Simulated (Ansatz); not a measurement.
**Cost against result**

Saddle point of MgSiH₅ClO, singlet (SiH₄O ([OH][SiH3]) + MgHCl ([MgH][Cl]) → MgSiH₃ClO ([SiH3][O][Mg][Cl]) + H₂; bonds formed: H2–H4; dative contacts that become bonds: Mg1–O5; bonds broken: Mg1–H2, H4–O5), PBE0-D4/def2-TZVP structure:

| atom | x (Å) | y (Å) | z (Å) |
| --- | --- | --- | --- |
| Mg1 | -0.8798 | -0.8109 | -1.5968 |
| H2 | 0.9372 | -0.8050 | -1.9240 |
| Cl3 | -2.8744 | -1.3091 | -2.3345 |
| H4 | 0.7918 | -0.3513 | -0.8959 |
| O5 | 0.0455 | -0.0392 | -0.0655 |
| Si6 | 0.4173 | 0.6721 | 1.3836 |
| H7 | 1.0720 | 1.9831 | 1.1467 |
| H8 | 1.3366 | -0.2049 | 2.1510 |
| H9 | -0.8460 | 0.8652 | 2.1354 |

Barriers are electronic and count from the start structure reached by relaxing down the imaginary mode.

Ansatz 0.2.0; basis: as named in each row; cores frozen in the correlated methods. The outer core shell of Li, Na, Mg and K is correlated. The def2 sets are not built for correlating such inner shells, so the correlated values are less sure here. B3LYP uses VWN-RPA correlation. Extrapolation: Hartree–Fock as exp(−7.88 √X), correlation as X^−2.97.

Times are rough, for one single point on 4 threads of a shared host (Arm Neoverse V1).

The estimate by CCSD(T) at an estimated basis limit (MP2 extrapolated from triple and quadruple zeta, plus CCSD(T) − MP2 in triple zeta) is 36.5 kJ/mol.

| method | basis | time (s) | barrier (kJ/mol) | method less estimate |
| --- | --- | --- | --- | --- |
| HF | STO-3G | under 1 | 144.4 | 107.9 |
| PBE-D4 | STO-3G | under 1 | 34.3 | -2.2 |
| SPW92 | def2-SVP | under 1 | 21.1 | -15.4 |
| PBE-D4 | def2-SVP | under 1 | 29.6 | -7.0 |
| B3LYP-D4 | 6-31G | under 1 | 61.8 | 25.3 |
| PBE0-D4 | def2-SVP | 1 | 41.3 | 4.8 |
| SPW92 | def2-TZVPP | 1 | 14.3 | -22.2 |
| PBE-D4 | def2-TZVPP | 2 | 23.2 | -13.3 |
| BLYP-D4 | def2-TZVPP | 2 | 28.8 | -7.7 |
| B3LYP-D4 | def2-TZVPP | 2 | 36.3 | -0.2 |
| BHLYP-D4 | def2-TZVPP | 2 | 49.9 | 13.3 |
| CAM-B3LYP-D4 | def2-TZVPP | 2 | 38.3 | 1.8 |
| PBE0-D4 | def2-TZVPP | 2 | 33.6 | -2.9 |
| CCSD(T) | def2-SVP | 3 | 50.5 | 14.0 |
| r2SCAN-D4 | def2-TZVPP | 3 | 24.5 | -12.0 |
| RPA on PBE | def2-TZVPP | 4 | 40.6 | 4.1 |
| r2SCAN0-D4 | def2-TZVPP | 4 | 33.9 | -2.6 |
| B2PLYP | def2-TZVPP | 4 | 33.3 | -3.2 |
| PBE-QIDH | def2-TZVPP | 4 | 36.6 | 0.1 |
| wB97M-V | def2-SVP | 5 | 50.9 | 14.4 |
| B97M-V | def2-TZVPP | 6 | 44.5 | 8.0 |
| wB97X-V | def2-TZVPP | 6 | 42.8 | 6.3 |
| wB97M-V | def2-TZVPP | 7 | 44.8 | 8.3 |
| MP2 | def2-QZVPP | 13 | 30.5 | -6.0 |
| CCSD(T) | def2-TZVPP | 86 | 40.9 | 4.4 |

All methods are single points on the PBE0-D4 structures.

T1 diagnostic: at most 0.011.

Labels in which every atom is bracketed show which atoms are joined, not bond orders.
